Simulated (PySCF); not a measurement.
C4H4BNO, SMILES C#C[C@@H]1N=CB1O. Geometry: PBE-D3(BJ)/def2-SVP. The structure was generated by enumeration; whether it is a known compound was not checked. Other conformers were not sampled.

**Question.** Give the equilibrium geometry at PBE-D3(BJ)/def2-SVP (PySCF confirms it by a frequency run) as a Z-matrix. (An estimate is asked for; the answer gives what the named calculation found.)

**Answer.** Several could match; the one computed here: 
```
C
H 1 1.1098
C 1 1.4476 2 111.51
C 3 1.2251 2 152.62 1 173.32
H 4 1.0809 2 161.83 1 179.06
N 1 1.5399 2 107.87 3 129.76
C 6 1.3086 1 98.10 2 101.18
H 7 1.1056 6 121.99 1 -175.44
B 7 1.5576 8 145.20 6 163.22
O 9 1.3486 7 134.38 8 -23.82
H 10 0.9776 9 111.75 7 -157.87
```
